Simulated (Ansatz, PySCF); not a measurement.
Molecule: Si2H2 (charge 0, singlet). 
Geometry from a B3LYP-D3(BJ)/def2-TZVP (Ansatz, a first-principles code) optimisation:
```xyz
4

Si    -0.9487     0.0742     0.1950
Si     1.1997    -0.0938    -0.2466
H     -1.7230     1.3334     0.0715
H     -1.7910    -1.0587     0.6507
```
Charge 0, spin multiplicity 1.

Wanted: vertical triplet-singlet gap (E(triplet) - E(singlet); each state is the SCF solution reached for its spin; for the singlet the Hartree-Fock reference is unstable and T1 is 0.021), in kcal/mol. Correlated levels leave the core frozen unless marked. Open shells are spin-unrestricted. Spin-orbit coupling is left out. Non-relativistic. CBS marks a two-point X^-3 extrapolation of the correlation energy; Hartree-Fock from the larger set.

| level | program | vertical triplet-singlet gap (kcal/mol) |
|---|---|---|
| M06-2X/def2-TZVPD | PySCF | … |
| wB97X-V/def2-TZVPD | Ansatz | 8.2 |
| SCS-MP2/def2-TZVPPD | Ansatz | 11.4 |
| CCSD(T)/CBS(def2-TZVPPD,def2-QZVPPD) | Ansatz | 11.2 |

Q: What belongs in the gaps?

A: 
- M06-2X/def2-TZVPD, vertical triplet-singlet gap (kcal/mol): 6.3
